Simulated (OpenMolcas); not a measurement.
Br5+: effect of the active space

```yaml
Program: OpenMolcas 26.06
Method: SS-CASPT2 or its RAS form, IPEA 0.25 Eh, imaginary shift 0.1 Eh
Basis: ANO-RCC
Scalar_Hamiltonian: DKH2, point nucleus
Spin-orbit_coupling: state interaction with AMFI integrals over the reference wave functions, term energies averaged over their components
```

A. 2 electrons in 8 orbitals (4s 4p 5s 5p); 2S+1 = 3 even, 3 roots; 2S+1 = 1 even, 7 roots; 2S+1 = 3 odd, 3 roots; 2S+1 = 1 odd, 3 roots; closed shells correlated: 3d; CASPT2 step roughly 21 core-seconds
B. 2 electrons in 9 orbitals (RAS2 4s 4p; RAS3 4d, at most 2 electrons); 2S+1 = 3 even, 3 roots; 2S+1 = 1 even, 7 roots; 2S+1 = 3 odd, 3 roots; 2S+1 = 1 odd, 3 roots; closed shells correlated: 3d; CASPT2 step about 26 core-seconds

Energies in cm-1 above 4s2 1S0, the measured ground level; measured values from Moore, Atomic Energy Levels, vol. II, NSRDS-NBS 35 (1971 reprint of NBS Circular 467, 1952).

| Level | A | B | Measured |
| --- | --- | --- | --- |
| 4s2 1S0 | 0.0 | 0.0 | 0.0 |
| 4s 4p 3P* 0 | 102145 | 102235 | 104316 |
| 4s 4p 3P* 1 | 104068 | 104151 | 106431 |
| 4s 4p 3P* 2 | 108423 | 108493 | 111336 |
| 4s 4p 1P* 1 | 151747 | 151452 | 151274 |
| 4p2 3P0 | 242579 | 242620 | 244136 |
| 4p2 3P1 | 245387 | 245433 | 247406 |

Deviations, from unrounded energies. A percentage is the sum of absolute deviations over the sum of measured energies, with the sign that they share, or ± where signs differ.

| Against measurement | Levels | A | B |
| --- | --- | --- | --- |
| mean absolute deviation (cm-1) | 6 | 1900 | 1800 |
| other configurations (%) | 6 | ±1.2 | ±1.1 |

B lies closest to measurement on these levels. The largest miss of B in the table is 4s 4p 3P* 2, by -2800 cm-1. The ranking rests on the paired levels alone, and a cruder setting can come out closer through cancelling errors.

Between A and B the level of the table that moves most is 4s 4p 1P* 1, by 290 cm-1 (lowest in B, highest in A).

Over all roots computed the reference weight is 0.92 to 0.99 in A; the roots of lowest weight are the least certain, and an intruder state may touch them. Active for correlation alone: 5p 5s; no level in the range computed is led by a configuration that fills them, so any true level of that kind is missing (holds for A). The ¹D term of p² mixes with s d, which this space lacks (holds for A). Active for correlation alone: 4d; no level in the range computed is led by a configuration that fills it, so any true level of that kind is missing (holds for B). Some terms mix strongly with configurations of 4d, whose occupation reaches 0.18 (4p2 1D) (holds for B). Computed and measured levels are paired by configuration, term and J; levels that our copy of the source lacks, or whose pairing is in doubt (as where it misses far off the trend of its configuration), stay unpaired and out of the deviations. Levels of configurations outside the active space are missing. Levels that lie high or do not pair safely by name in every column are left out.

* marks odd parity.
